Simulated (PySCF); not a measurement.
From computed data to an observable: entropy of an ideal gas

W(O)2(SH)2 (H2O2S2W), SMILES [O]=[W](=[O])([SH])[SH], multiplicity 1.

The structure is a stationary point at B3LYP-D3(BJ)/def2-SVP. The spin state was assumed, not searched. The structure was generated by enumeration; whether it is a known compound was not checked. The def2 effective core potentials stand for the cores of W; spin–orbit coupling is left out. Other conformers were not sampled.

B3LYP-D3(BJ)/def2-SVP in PySCF gives the harmonic wavenumbers 115, 145, 161, 201, 277, 281, 304, 390, 396, 637, 640, 992, 1028, 2649, 2650 cm⁻¹ and the rotational temperatures 0.1215, 0.0749, 0.0625 K. The molar mass is 281.97 g/mol, the symmetry number 2, the spin multiplicity 1.

Q: Work out the entropy at 298.15 K and 1 atm in the rigid-rotor, harmonic-oscillator model.

A: 
Translation (Sackur–Tetrode at 1 atm): S = R[1.5 ln M + 2.5 ln T − 1.16487] = 179.1 J/(mol K).
Rotation: q = (√π/σ) T^1.5/√(θA θB θC) = 191000, S = R[ln q + 3/2] = 113.6 J/(mol K).
Vibration: with u = 1.4388 ν/T, each mode gives R[u/(e^u − 1) − ln(1 − e^−u)]:
```csv
ν (cm⁻¹),modes,u,S (J/(mol K))
115,1,0.55,13.32
145,1,0.70,11.45
161,1,0.78,10.62
201,1,0.97,8.89
277,1,1.34,6.49
281,1,1.36,6.39
304,1,1.47,5.84
390,1,1.88,4.18
396,1,1.91,4.09
637,1,3.07,1.63
640,1,3.09,1.61
992,1,4.79,0.40
1028,1,4.96,0.35
```
The stiffer modes add less than 0.005 each. Sum 75.3 J/(mol K).
Spin: R ln 1 = 0.0 J/(mol K).
Total 368.0 J/(mol K); the program's own thermochemistry gives 367.9. Translation makes up 49 % and vibration 20 %. Anharmonicity, hindered rotation and orbital degeneracy are left out.
